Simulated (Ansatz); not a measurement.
Reaction (cleavage of the Si–B bond): `OB[SiH](O)F` + `[SH][GeH3]` → `O[SiH](F)[S][GeH3]` + `BO`

Gas-phase electronic energies from Ansatz, PBE0-D4/def2-TZVP geometries. CCSD(T)/CBS adds triple-zeta CCSD(T) − MP2 to the extrapolated MP2 energy (def2 sets, frozen cores). This one scheme is used for every species. Functionals use def2-TZVPP. For Ge outer-core shells are correlated without core-valence functions, which leaves a few kJ/mol of doubt a bond. Scalar relativity is left out up to krypton. Each species was taken in one conformer, which may not be the lowest.

`OB[SiH](O)F`:

```xyz
9

O    -0.274   -2.048   -0.539
B    -0.010   -0.765   -0.868
Si    0.313    0.555    0.633
O    -0.789    1.755    0.442
F     1.798    1.152    0.486
H    -0.420   -2.622   -1.297
H     0.027   -0.443   -2.028
H     0.253    0.023    2.022
H    -0.899    2.393    1.149
```

`[SH][GeH3]`:

```xyz
6

S     0.714    0.789    1.354
Ge   -0.110   -0.461   -0.291
H     0.240    1.943    0.859
H     0.480   -0.028   -1.641
H    -1.642   -0.351   -0.332
H     0.319   -1.892    0.052
```

`O[SiH](F)[S][GeH3]`:

Cartesian coordinates in Å:
```
O -0.853 1.219 -0.783
Si 0.500 1.408 0.113
F 0.041 1.700 1.615
S 1.649 -0.340 -0.044
Ge -0.021 -1.835 -0.012
H -1.596 1.798 -0.602
H 1.321 2.565 -0.295
H -1.051 -1.437 1.050
H 0.667 -3.154 0.361
H -0.658 -1.924 -1.402
```

`BO`:

```xyz
5

B    -0.218    0.105   -0.344
O     0.733   -0.533    0.366
H    -0.262   -0.126   -1.517
H    -0.977    0.867    0.193
H     0.725   -0.313    1.302
```

CCSD(T)/CBS gives -105.6 kJ/mol.

Task: Another level gave -101.5 kJ/mol. Which?
A. PBE0/def2-TZVPP
B. PBE0-D4/def2-TZVPP
C. PBE/def2-TZVPP
D. SCS-MP2/def2-TZVPP

Result: B. PBE0-D4 -101.5, PBE0 -96.4, SCS-MP2/def2-TZVPP -107.9, PBE -91.0 kJ/mol.

Task: What do rigid-rotor, harmonic-oscillator terms from PBE0-D4/def2-TZVP frequencies (298.15 K, 1 bar) make of the CCSD(T)/CBS value? (An estimate is asked.)

Result: Ansatz gave: ΔZPE = +3.1 kJ/mol, ΔH = -102.1 kJ/mol, ΔS = -13 J/(mol·K), ΔG = -98.3 kJ/mol. Modes under 50 cm⁻¹ make the entropy rough.

Largest T1 diagnostic among the species: 0.014.

From BLYP to BHLYP (50 % exact exchange), in def2-TZVPP and without D4, ΔE moves by −12.1 kJ/mol. At CCSD(T), def2-SVP lies +8.0 kJ/mol from the extrapolated value and def2-TZVPP +3.1 kJ/mol.
